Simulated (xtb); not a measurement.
xtb input (GFN2-xTB):

```bash
xtb mol.xyz --gfn 2 --ohess tight --chrg 1 --uhf 0
```
mol.xyz:
```
3

In     0.11273668     0.02001534     0.01674733
Br    -0.26512944     2.07613616    -1.67065353
Br     0.21095744    -2.09810634     1.72119472
```

End of the output:

```
       1     50.96    -1.42509 ( 51.90%)    -1.05077 ( 48.10%)    -1.24505
       2     50.98    -1.42490 ( 51.93%)    -1.05068 ( 48.07%)    -1.24502
       3    149.06    -0.80028 ( 98.75%)    -0.73290 (  1.25%)    -0.79944
       4    253.81    -0.50803 ( 99.85%)    -0.57526 (  0.15%)    -0.50813
   ------------------------------------------------------------------------

   temp. (K)  partition function   enthalpy   heat capacity  entropy
                                   cal/mol     cal/K/mol   cal/K/mol   J/K/mol
 298.15  VIB   58.1                 1751.904      6.656     12.738
         ROT  0.620E+04              592.502      1.987     19.340
         INT  0.360E+06             2344.406      8.643     32.078
         TR   0.440E+28             1481.254      4.968     42.710
         TOT                        3825.6596    13.6116    74.7876   312.9112

       T/K    H(0)-H(T)+PV         H(T)/Eh          T*S/Eh         G(T)/Eh
   ------------------------------------------------------------------------
    298.15    0.609658E-02    0.724662E-02    0.355340E-01   -0.282874E-01
   ------------------------------------------------------------------------

         :::::::::::::::::::::::::::::::::::::::::::::::::::::
         ::                  THERMODYNAMIC                  ::
         :::::::::::::::::::::::::::::::::::::::::::::::::::::
         :: total free energy          -9.024675481161 Eh   ::
         ::.................................................::
         :: total energy               -8.996388111542 Eh   ::
         :: zero point energy           0.001150042929 Eh   ::
         :: G(RRHO) w/o ZPVE           -0.029437412548 Eh   ::
         :: G(RRHO) contrib.           -0.028287369619 Eh   ::
         :::::::::::::::::::::::::::::::::::::::::::::::::::::

optimized geometry written to: xtbopt.xyz

           -------------------------------------------------
          | TOTAL ENERGY               -8.996388111542 Eh   |
          | TOTAL ENTHALPY             -8.989141491988 Eh   |
          | TOTAL FREE ENERGY          -9.024675481161 Eh   |
          | GRADIENT NORM               0.000068911169 Eh/α |
          | HOMO-LUMO GAP               1.445701055331 eV   |
           -------------------------------------------------

------------------------------------------------------------------------
------------------------------------------------------------------------
 total:
 SCF:
 ANC optimizer:
 analytical hessian:
```
